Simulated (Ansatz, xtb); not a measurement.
# Relative energy of two isomers of C2H4LiSi

Structure X is `[Li][Si]1CC1`, a doublet and structure Y is `[Li][SiH]C=C`, a doublet. Both are isolated molecules in the gas phase, relaxed with r2SCAN-D4/def2-SVP; the shapes shown needn't be the lowest conformers.

X (Å):

| atom | x (Å) | y (Å) | z (Å) |
| --- | --- | --- | --- |
| C | -1.1533 | -0.4641 | 1.3396 |
| C | 0.1215 | 0.0371 | 0.6952 |
| Li | -2.1437 | -0.6966 | -2.5783 |
| Si | -1.4037 | 0.1399 | -0.4641 |
| H | -1.2244 | -1.5385 | 1.5535 |
| H | -1.5780 | 0.1473 | 2.1472 |
| H | 0.9038 | -0.7018 | 0.4776 |
| H | 0.5373 | 0.9789 | 1.0779 |

Y (Å):

```tsv
atom	x (Å)	y (Å)	z (Å)
C	-2.0715	0.2170	0.9699
C	-1.1479	-0.2501	0.0894
Li	2.3037	-1.5014	-1.0509
Si	0.6237	-0.6723	0.4599
H	-1.8192	0.3870	2.0238
H	-3.1029	0.4437	0.6711
H	-1.4915	-0.3902	-0.9483
H	0.7619	-0.3718	1.9393
```

Question: Estimate which is lower in electronic energy at CCSD(T)/def2-SVP, and by roughly how much.

Answer: The CCSD(T)/def2-SVP calculation puts structure Y lower, by 23.1 kJ/mol.

Level by level:

```tsv
level	geometry	E(Y) − E(X) (kJ/mol)	departure from the last row (kJ/mol)	job, with rough time for the two
r2SCAN-D4/def2-SVP	r2SCAN-D4/def2-SVP	−11.7	+11.4	optimisation, 3.2 min
HF/def2-SVP	r2SCAN-D4/def2-SVP	−55.7	−32.6	part of the CCSD(T) run
MP2/def2-SVP	r2SCAN-D4/def2-SVP	+11.2	+34.3	part of the CCSD(T) run
CCSD(T)/def2-SVP	r2SCAN-D4/def2-SVP	−23.1		single point, 21 s
```

As drawn, Y has 1 C=C, 1 Si–H in place of 1 C–Si, 1 C–C, 1 C–H. Structure X has a 3-membered ring, Y no ring.

MP2/def2-SVP puts the two in the other order. The largest departure from CCSD(T)/def2-SVP is that of MP2/def2-SVP, 34.3 kJ/mol. Levels run at GFN2-xTB geometries aren't shown. MP2 in a larger basis moves the difference by +5.6 kJ/mol, a step that isn't added because spin contamination makes open-shell MP2 unreliable in this search.

With harmonic frequencies from r2SCAN-D4/def2-SVP (ideal gas, rigid rotor, one conformer each, 298.15 K, 1 atm): on the last row, ΔE + ΔZPE = −32.0, ΔH = −30.8, ΔG = −32.6 kJ/mol.

Open shells are spin-unrestricted, with notable spin contamination under HF/def2-SVP, MP2/def2-SVP, CCSD(T)/def2-SVP. The correlated steps freeze 7 core orbitals; the last core shell of Li is correlated, in a basis made for valence electrons. Run with Ansatz 0.2.0; the last row on 1 thread of Arm Neoverse V1 on a shared host.
